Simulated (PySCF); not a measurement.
Atomic charges by several schemes

C₈H₆.
Cartesian coordinates in Å at the GFN2-xTB level; atoms count from 1:
```xyz
14
C8H6 angstrom
C     -2.497    2.024    0.483
C     -1.799    1.080    0.238
C     -1.003   -0.055   -0.077
C      0.205   -0.221    0.420
C      1.397   -0.378    0.895
C      2.650    0.121    0.238
C     -1.595   -1.004   -0.955
C     -2.126   -1.781   -1.699
H     -3.099    2.854    0.706
H      1.538   -0.901    1.835
H      3.318   -0.715    0.033
H      3.168    0.811    0.904
H      2.425    0.632   -0.694
H     -2.582   -2.466   -2.348
```

Density: PBE0/pcSseg-1 (PySCF); schemes: Mulliken, IAO, Hirshfeld and ESP-fitted. Isolated species at its GFN2-xTB geometry, gas phase.

Question: For which atoms does the sign change between the 4 schemes (beyond +0.03 e in one, beyond −0.03 e in another)?

Answer: C2, C3, C4, C5 and C7. Atomic charges aren't observables, and each scheme defines them in its own way.

Question: Do the Mulliken, IAO, Hirshfeld and ESP-fitted schemes agree on where the charge is lowest?

Answer: The schemes don't all agree: Mulliken C3 (-0.473); IAO C6 (-0.416); Hirshfeld C6 (-0.104); ESP-fitted C8 (-0.391).

Question: At which atom do the 4 schemes differ most?

Answer: At C3: from -0.473 (Mulliken) to +0.323 e (ESP-fitted), 0.796 e apart.

Question: Tabulate the Mulliken, IAO, Hirshfeld and ESP-fitted charges.

Answer: In e:

```tsv
atom	environment	Mulliken	IAO	Hirshfeld	ESP-fitted
C1	terminal alkyne carbon	-0.385	-0.224	-0.103	-0.386
C2	alkyne carbon	+0.441	-0.011	-0.044	-0.047
C3	outer carbon of cumulated double bonds	-0.473	-0.067	+0.001	+0.323
C4	central carbon of cumulated double bonds	+0.247	+0.050	+0.022	-0.298
C5	outer carbon of cumulated double bonds	-0.297	-0.155	-0.034	+0.097
C6	methyl carbon	-0.223	-0.416	-0.104	-0.267
C7	alkyne carbon	+0.441	-0.011	-0.044	-0.043
C8	terminal alkyne carbon	-0.384	-0.224	-0.103	-0.391
H9	alkyne hydrogen	+0.046	+0.205	+0.094	+0.300
H10	hydrogen on C5	+0.145	+0.174	+0.064	+0.105
H11	methyl hydrogen	+0.135	+0.159	+0.053	+0.090
H12	methyl hydrogen	+0.135	+0.159	+0.053	+0.089
H13	methyl hydrogen	+0.128	+0.159	+0.051	+0.126
H14	alkyne hydrogen	+0.046	+0.205	+0.094	+0.302
```

Mean size of the charges over all atoms: Mulliken 0.252 e, ESP-fitted 0.205 e, IAO 0.158 e, Hirshfeld 0.062 e. Each set sums to the total charge, 0, to within 0.001 e. The IAO scheme projects the occupied orbitals on a minimal set of polarised atomic orbitals and counts the electrons in each atom's part of it. The ESP scheme fits charges at the nuclei, held to the total charge, to the electrostatic potential on points at 1.4 to 2.0 times the van der Waals radii.

Question: How many electrons does the Mulliken scheme count on C1?

Answer: Z − q = 6 − (-0.385) ≈ 6.384.

Question: Sum the charges by element.

Answer: 
| element | atoms | Mulliken | IAO | Hirshfeld | ESP-fitted |
| --- | --- | --- | --- | --- | --- |
| C | 8 | -0.633 | -1.059 | -0.409 | -1.012 |
| H | 6 | +0.633 | +1.059 | +0.409 | +1.011 |

The run behind these numbers computed NMR shieldings as well. Hardware: one thread, Arm Neoverse V2 (aarch64), shared host. Cost: 25 s (grids of density and orbitals included), 0.74 GiB resident at most.
